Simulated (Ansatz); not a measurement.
Geometry optimisation, RKS PBE/STO-3G (Ansatz 0.2.0).

Input file:

```yaml
crystal:
  periodic: [false, false, false]
  atoms:
    - { symbol: O, position_ang: [0.6082, -2.2301, 0.723] }
    - { symbol: C, position_ang: [0.463, -0.9859, 0.5285] }
    - { symbol: B, position_ang: [0.6142, 0.5884, 1.1147] }
    - { symbol: Si, position_ang: [0.1056, 0.3822, -0.5637] }
    - { symbol: O, position_ang: [-1.6691, 0.5175, -0.7253] }
    - { symbol: H, position_ang: [0.9475, 1.3237, 2.0129] }
    - { symbol: H, position_ang: [0.9074, 0.4799, -1.7519] }
    - { symbol: H, position_ang: [-1.8845, -0.1329, -1.394] }
basis:
  gaussian: { orbitals: STO-3G }
hamiltonian:
  xc: pbe
relax:
  f_tol: 0.02
  max_steps: 40
output:
  orbitals: {}
```

Launched with:

```bash
$ ansatz run input.yaml --threads 1 --pin off --max-ram 2048MiB --backend cpu --events-out ev --progress --plain --runs-dir out
```

**Question.** Where does it end, and by what steps?

**Answer.** The forces met the threshold. Limits of this set-up: minimal basis. After 13 steps the energy has fallen by 3.707 eV; H7 moved furthest, 1.55 Å. Parted: C2–Si4.

```
step  energy less start (eV)  largest force component (eV/Å)  accepted
   0                  0.0000                           4.994       yes
   1                 -0.9776                           2.158       yes
   2                 -1.4651                           1.950       yes
   3                 -1.9505                           1.938       yes
   4                 -2.3752                           2.778       yes
   5                 -2.7969                           1.754       yes
   6                 -3.2137                           1.362       yes
   7                 -3.4094                           0.815       yes
   8                 -3.5484                           1.245       yes
   9                 -3.6337                           0.702       yes
  10                 -3.6882                           0.687       yes
  11                 -3.6995                           0.411       yes
  12                 -3.7067                           0.075       yes
  13                 -3.7072                           0.011       yes
```

```xyz
8
Properties=species:S:1:pos:R:3
O 0.054 -2.120 1.999
C 0.412 -1.067 1.483
B 0.806 0.159 0.855
Si -0.066 0.608 -0.674
O -1.297 -0.387 -1.333
H 1.646 0.836 1.310
H 0.131 1.796 -1.511
H -1.595 0.118 -2.185
```

Whether the end is a true minimum wasn't checked by a vibrational analysis.

The run took 91 s on 1 thread of Intel(R) Xeon(R) Processor @ 2.50GHz (Skylake/Cascade Lake), with other jobs on the host, peak memory 0.15 GiB.
